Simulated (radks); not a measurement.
The numbers below are computed, except where a source is named.
Numerical settings for neutral carbon, [He] 2s2 2p2. Code: a radial shooting solver on a logarithmic mesh with Libxc functionals. Model: scalar-relativistic Kohn-Sham, LDA (Slater exchange, Perdew-Wang correlation), spin-polarised, spherical densities, finite nucleus; open shells are filled with parallel spins first; Fermi nuclear charge, rms radius 2.4702 fm. The defaults (mesh step 0.008 in ln r, mesh end at 40 bohr or more with all orbitals vanishing there, Anderson mixing 0.5 over 9 steps, residual threshold near 1e-9 with the energy settled to 1e-9 hartree or 1e-11 of itself, here a cap of 62 iterations) give E = -37.4845 hartree and 2p at -6.179 eV in 13 iterations. Run on one thread of a shared host, so times are rough (Arm Neoverse V1): 0.07 s of CPU time, 0.07 s wall, 13 iterations on 2208 mesh points. One setting is changed at a time: mesh step in ln r 0.02; mesh step in ln r 0.05; mesh step in ln r 0.08; mesh end (bohr) 3; mesh end (bohr) 1; residual threshold 0.01; residual threshold 0.1; mixing 0.2; linear mixing, mixing 0.5; linear mixing, mixing 0.8; mixing history 2; iteration cap 3. Which runs fail to converge, and which converge to a wrong energy?

Answer. Not converged within the cap: iteration cap 3. Settled on a wrong energy, with an occupied level pushed above zero by the early mesh end: mesh end (bohr) 3 (+0.438 hartree); mesh end (bohr) 1 (+26.8 hartree). Apart from these: no run marked as converged misses the energy by more than 1 mhartree.
